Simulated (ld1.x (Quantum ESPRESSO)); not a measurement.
**Which change was made? (Se, TM)**

- Element: Se
- Generator: ld1.x (Quantum ESPRESSO) 7.5
- Type: norm-conserving Troullier–Martins (Kleinman–Bylander form)
- Functional: LDA (PZ)
- Relativity: scalar-relativistic
- Frozen core: [Ar] 3d10
- Valence charge: 6
- Reference configuration: 4s2 4p3.75 (charge +0.25)
- Partial waves: 4p (bound): rc 1.75 bohr; 4d channel at 0.05 Ry: rc 1.65 bohr; 4s (bound): rc 1.50 bohr
- Local potential: the s channel
- Core correction: none

Cutoffs, loose and tight: the cutoffs (Ry, on a coarse ladder) from which the occupation-weighted sum of valence levels, in a spherical-Bessel basis at the reference potential, stays within 10 and 1 mRy of its value at 400 Ry. They do not see the model core or the augmentation charge, which bear on the density cutoff. Test errors are all-electron minus pseudo excitation energies from the reference, over the configurations 4s2 4p4; 4s2 4p3; 4s2 4p2; 4s0 4p6; 4s2 4p0; 4s2 4p4.3; 4s2 4p3.5 (two spin-polarised tests are not counted in the largest error); variants that change the core or the reference have their own tests.

The base gives: outcome: generated; cutoff, loose: 40 Ry; cutoff, tight: 55 Ry; bound ghosts: d; largest test error (meV): +218.

Q: After one change the result is: outcome: generated; cutoff, loose: 18 Ry; cutoff, tight: 35 Ry; bound ghosts: none; largest test error (meV): -243. Which change was it?
A. wave 4d channel at 0.05 Ry: rc 1.65 bohr becomes 4d channel at 0.05 Ry: rc 2.00 bohr
B. type PAW; waves now 4s (bound): rcut 1.30, rcutus 1.50 bohr; 4s channel at -0.8 Ry: rcut 1.30, rcutus 1.50 bohr; 4p (bound): rcut 1.50, rcutus 1.75 bohr; 4p channel at 0.1 Ry: rcut 1.50, rcutus 1.75 bohr; 4d channel at 0.05 Ry: rcut 1.45, rcutus 1.65 bohr; local potential all-electron potential smoothed inside 1.55 bohr (lloc = -1); core correction a·sin(br)/r model core, default radius (ld1.x builds one for every PAW set, though the input has nlcc=.false.); augmentation PSQ, radius 1.35 bohr
C. core correction a·sin(br)/r model core inside 1.66 bohr
D. functional PBE

A: B. The others give: functional PBE → outcome: generated; cutoff, loose: 40 Ry; cutoff, tight: 55 Ry; bound ghosts: d; largest test error (meV): -53 | core correction a·sin(br)/r model core inside 1.66 bohr → outcome: generated; cutoff, loose: 40 Ry; cutoff, tight: 55 Ry; bound ghosts: d; largest test error (meV): -17 | wave 4d channel at 0.05 Ry: rc 1.65 bohr becomes 4d channel at 0.05 Ry: rc 2.00 bohr → outcome: generated; cutoff, loose: 40 Ry; cutoff, tight: 55 Ry; bound ghosts: none; largest test error (meV): +218.
